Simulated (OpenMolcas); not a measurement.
## Tb3+: moving or changing the point charges

Tb3+ among 7 point charges of -0.5 e arranged as a pentagonal bipyramid (D5h), 2.55 Å from the ion, with the axial distance 2.422 Å.
```
   2.5500    0.0000    0.0000  -0.50
   0.7880    2.4252    0.0000  -0.50
  -2.0630    1.4989    0.0000  -0.50
  -2.0630   -1.4989    0.0000  -0.50
   0.7880   -2.4252    0.0000  -0.50
   0.0000    0.0000    2.4225  -0.50
   0.0000    0.0000   -2.4225  -0.50
```

* Program: OpenMolcas 26.06
* Method: CASSCF
* Basis: ANO-RCC-VTZP [8s7p5d3f2g1h]
* Scalar Hamiltonian: DKH2, point nucleus
* Active space: 8 electrons in 7 orbitals (4f)
* State averaging: 2S+1 = 7 even, 7 roots; 2S+1 = 5 even, 62 roots kept (CI in the orbitals of an earlier block); 2S+1 = 3 even, 1 root kept (CI in the orbitals of an earlier block, 0 in the spin-orbit step)
* Spin-orbit coupling: RASSI with atomic mean-field integrals over the reference wave functions

Runs around this geometry, states. Energies in cm-1 above the lowest state or level, χT in cm3 K/mol.

```tsv
R (Å)	q (e)	Ground state	First state of that spin	First gap with spin-orbit (degeneracies)	Width of lowest J	χT at 300 K
2.55	-0.25	2S+1 = 7	31.9	1.3 (2, 2)	50	11.796
2.55	-0.5	2S+1 = 7	64.0	2.8 (2, 2)	100	11.790
2.66	-0.5	2S+1 = 7	50.5	1.4 (2, 2)	83	11.793
3.03	-0.5	2S+1 = 7	23.7	0.9 (2, 2)	49	11.796
```

Taking the width of the lowest J multiplet as R^-n, n = -ln(49 / 100) / ln(3.03 / 2.55) = 4.1 between the shortest and longest distance.

Scaling the charges by -0.25 / -0.5 = 0.50 scales the width of the lowest J multiplet by 50 / 100 = 0.50; with fixed orbitals a first-order splitting would follow the charge.

High states are left out of the spin-orbit mixing, which shifts the levels that they would mix with. Point charges carry no covalency, so the field is a model and not that of real ligands. An unlabelled pair can be two single states that coincide in this model. A group larger than the point group allows holds several states that coincide in this model. No measured value stands beside these numbers.

A state without a sure symmetry label is named by its multiplicity alone.
